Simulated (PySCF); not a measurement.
Si(F)2(Me)2 (C2H6F2Si), SMILES C[Si](C)(F)F.

Coordinates come from a ωB97X-D3(BJ)/def2-SVP optimisation.

Method: ωB97X-D3(BJ)/def2-SVP run with PySCF.

Frequencies are harmonic and unscaled.

Computed vibrational spectrum:
| mode | ν (cm⁻¹) | IR (km/mol) | moving atoms (share of kinetic energy) |
|---|---|---|---|
| 1 | 126 | 0.0 | H 99 % |
| 2 | 141 | 0.1 | H 97 % |
| 3 | 191 | 0.4 | C 44 %, H 34 %, F 19 % |
| 4 | 204 | 0.0 | F 56 %, C 24 %, H 20 % |
| 5 | 245 | 2.2 | F 31 %, H 31 %, Si 20 %, C 18 % |
| 6 | 314 | 38.7 | F 38 %, C 22 %, Si 21 %, H 20 % |
| 7 | 320 | 21.4 | F 68 %, Si 18 % |
| 8 | 652 | 0.0 | C 57 %, H 21 %, F 20 % |
| 9 | 702 | 1.4 | H 65 %, C 30 % |
| 10 | 747 | 0.0 | H 77 %, C 22 % |
| 11 | 793 | 1.9 | H 58 %, F 21 %, C 20 % |
| 12 | 809 | 0.7 | H 53 %, F 25 %, C 20 % |
| 13 | 836 | 187.3 | Si 45 %, H 29 %, C 25 % |
| 14 | 924 | 201.5 | Si 43 %, F 29 %, H 19 %, C 9 % |
| 15 | 968 | 208.2 | Si 50 %, F 36 %, H 10 % |
| 16 | 1297 | 71.2 | H 74 %, C 25 % |
| 17 | 1297 | 37.3 | H 76 %, C 23 % |
| 18 | 1432 | 0.0 | H 96 % |
| 19 | 1434 | 1.4 | H 96 % |
| 20 | 1441 | 4.0 | H 96 % |
| 21 | 1443 | 12.8 | H 96 % |
| 22 | 3073 | 0.0 | H 97 % |
| 23 | 3074 | 0.4 | H 97 % |
| 24 | 3175 | 0.0 | H 91 %, C 9 % |
| 25 | 3176 | 4.4 | H 91 %, C 9 % |
| 26 | 3181 | 0.5 | H 91 %, C 9 % |
| 27 | 3181 | 1.8 | H 91 %, C 9 % |
